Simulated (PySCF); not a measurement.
Al(All)(H)2 (C3H7Al), SMILES C([CH2][AlH2])=C. Geometry: B3LYP-D3(BJ)/def2-SVP. The structure was generated by enumeration; whether it is a known compound was not checked. The values are those of a single conformer.

Computed with B3LYP-D3(BJ)/def2-SVP (PySCF).

Harmonic wavenumbers (cm⁻¹): 125, 323, 367, 427, 463, 534, 565, 705, 748, 763, 871, 925, 949, 1004, 1047, 1200, 1300, 1411, 1455, 1613, 1942, 1951, 3097, 3130, 3137, 3197, 3241. Rotational constants (GHz): 8.749, 5.386, 3.976; symmetry number 1.

Work out the zero-point energy and the ideal-gas rigid-rotor harmonic-oscillator thermochemistry at 298.15 K and 1 atm.

ZPE = ½ Σ hcν = ½ × 36488 cm⁻¹ = 218.25 kJ/mol. H − E(el) = 235.79 kJ/mol. Entropy in J/(mol K): translation 161.74, rotation 104.41, vibration 40.19, total 306.34. G − E(el) = 144.45 kJ/mol. Cp = 96.72 J/(mol K). Modes under 150 cm⁻¹ make the vibrational entropy uncertain.
